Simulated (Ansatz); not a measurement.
All numbers were calculated with Ansatz.

`C[SiH]([AlH2])N[SiH3]` at its PBE0-D4/def2-TZVP geometry, where that method's forces vanish. Charge 0, multiplicity 1.

```csv
atom,x (Å),y (Å),z (Å)
C1,-2.314,0.287,-0.629
Si2,-0.631,0.801,0.020
Al3,0.238,-0.364,2.016
N4,0.619,0.287,-1.113
Si5,2.010,-0.519,-0.557
H6,-2.393,-0.800,-0.704
H7,-3.103,0.640,0.040
H8,-2.503,0.715,-1.618
H9,-0.646,2.297,0.087
H10,-0.335,-1.805,2.383
H11,1.223,0.363,3.033
H12,0.571,0.569,-2.083
H13,3.210,0.315,-0.291
H14,2.408,-1.684,-1.390
H15,1.646,-1.101,0.806
```

(1) For each bond, give half the difference of the two atoms' forces along it (eV/Å; positive pushes the atoms apart) under PBE-D4, r2SCAN-D4, B3LYP-D4, ωB97M-V in def2-TZVPP. (Estimate.)

Results:

(1) The calculation gave: 
```csv
bond,length (Å),PBE-D4,r2SCAN-D4,B3LYP-D4,ωB97M-V
C1–Si2,1.876,-0.01,0.00,0.08,0.04
C1–H6,1.092,0.11,-0.01,-0.04,-0.04
C1–H7,1.094,0.11,-0.01,-0.04,-0.04
C1–H8,1.094,0.11,-0.01,-0.04,-0.05
Si2–Al3,2.469,-0.08,0.03,0.07,0.01
Si2–N4,1.764,0.08,0.05,0.10,0.12
Si2–H9,1.498,0.06,-0.03,-0.13,-0.13
Al3–H10,1.593,0.07,-0.02,-0.10,-0.11
Al3–H11,1.592,0.06,-0.03,-0.08,-0.10
N4–Si5,1.701,0.12,0.02,0.13,0.14
N4–H12,1.011,0.18,0.03,-0.02,-0.04
Si5–H13,1.486,0.03,-0.03,-0.10,-0.15
Si5–H14,1.486,0.05,-0.03,-0.14,-0.17
Si5–H15,1.527,0.06,0.00,-0.08,-0.11
```

B3LYP here is the variant with VWN-RPA as its local correlation; programs differ in this.
